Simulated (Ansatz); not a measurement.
A run on C$_{2}$H$_{8}$FInOSi, SMILES `CO[SiH2][CH](F)[InH2]` with other settings.

```yaml
crystal:
  periodic: [false, false, false]
  atoms:
    - {symbol: C, position_ang: [-0.172306, -2.031080, 0.657257]}
    - {symbol: O, position_ang: [0.019826, -0.662695, 0.354213]}
    - {symbol: Si, position_ang: [0.622523, -0.080248, -1.108024]}
    - {symbol: C, position_ang: [0.429783, 1.743650, -0.805304]}
    - {symbol: F, position_ang: [1.642066, 2.378141, -0.499341]}
    - {symbol: In, position_ang: [-0.870195, 1.554252, 0.997608]}
    - {symbol: H, position_ang: [-0.907378, -2.480454, -0.017406]}
    - {symbol: H, position_ang: [0.770716, -2.579830, 0.577488]}
    - {symbol: H, position_ang: [-0.537014, -2.110080, 1.681467]}
    - {symbol: H, position_ang: [2.010054, -0.581515, -1.287548]}
    - {symbol: H, position_ang: [-0.259657, -0.605686, -2.187391]}
    - {symbol: H, position_ang: [-0.044101, 2.285507, -1.627122]}
    - {symbol: H, position_ang: [-2.558725, 1.303609, 0.739987]}
    - {symbol: H, position_ang: [-0.145601, 1.866421, 2.524108]}
basis:
  gaussian: {orbitals: x2c-TZVPPall, nuclear_model: gaussian}
hamiltonian: {xc: {name: rPW86-PBE}, dispersion: d4}
output: {forces: true}
```

```sh
$ ansatz run in.yaml --threads 2 --pin off --events-out ev --progress --plain --max-ram 22528MiB --backend cuda --devices 0, --max-vram 18GiB
```

Output, abridged:

```
Functional definition: rPW86-PBE
  name "rPW86-PBE"
  cite "Murray, Lee & Langreth, J. Chem. Theory Comput. 5, 2754 (2009) doi:10.1021/ct900365q"
  cite "Perdew, Burke & Ernzerhof, Phys. Rev. Lett. 77, 3865 (1996) doi:10.1103/PhysRevLett.77.3865"
  parent pbe
  exchange = rpw86_x
  correlation = pbe_c
1994 factors; their error is unknown
mean field evaluation 1: about -174945.7831 eV, gradient 8.3e1 eV
mean field evaluation 2: about -174895.3950 eV, gradient 1.7e2 eV
mean field evaluation 4: about -174959.4287 eV, gradient 1.6e1 eV
mean field evaluation 8: about -174959.9378 eV, gradient 2.5e-1 eV
mean field evaluation 16: about -174959.9000 eV, gradient 7.7e-3 eV
mean field -174959.90001789 eV, -6429.6577335777 hartree, gradient 2.6e-5 eV, S^2 0.000000; 0 other end points of the search recorded, 0 dependent functions left out
the calculation of the forces begins
reference -174959.90016354 eV, -6429.6577389302 hartree; 50, 50 occupied and 288, 288 virtual orbitals, 1994 factors
Total energy: -174960.29822585 eV, -6429.6723674505 hartree
Relativity: scalar
Atom 0 at    -0.172306    -2.031080     0.657257 Å, force    -0.100713    -0.603581     0.175438 eV/Å
Atom 1 at     0.019826    -0.662695     0.354213 Å, force    -0.038896     0.418069     0.300441 eV/Å
Atom 2 at     0.622523    -0.080248    -1.108024 Å, force     0.221271    -0.000687    -0.572113 eV/Å
Atom 3 at     0.429783     1.743650    -0.805304 Å, force    -0.510090    -0.195592    -0.420249 eV/Å
Atom 4 at     1.642066     2.378141    -0.499341 Å, force     0.852552     0.455302     0.210111 eV/Å
Atom 5 at    -0.870195     1.554252     0.997608 Å, force    -0.229200     0.122065     0.228516 eV/Å
Atom 6 at    -0.907378    -2.480454    -0.017406 Å, force    -0.079350    -0.073540    -0.065274 eV/Å
Atom 7 at     0.770716    -2.579830     0.577488 Å, force     0.092624    -0.080003    -0.004857 eV/Å
Atom 8 at    -0.537014    -2.110080     1.681467 Å, force    -0.037435    -0.026947     0.101928 eV/Å
Atom 9 at     2.010054    -0.581515    -1.287548 Å, force     0.058699    -0.025463    -0.009512 eV/Å
Atom 10 at    -0.259657    -0.605686    -2.187391 Å, force    -0.031741    -0.034801    -0.050575 eV/Å
Atom 11 at    -0.044101     2.285507    -1.627122 Å, force    -0.067241     0.054745    -0.077251 eV/Å
Atom 12 at    -2.558725     1.303609     0.739987 Å, force    -0.232293    -0.043223    -0.022775 eV/Å
Atom 13 at    -0.145601     1.866421     2.524108 Å, force     0.101813     0.033656     0.206171 eV/Å
Dipole moment:    -0.149787    -0.528465    -0.127336 e Å
```

Hardware: 2 threads of an AMD EPYC 7R13 on a shared host and a share of an NVIDIA H100 80 GB. Wall time 5.5 s, peak host memory 0.97 GiB.
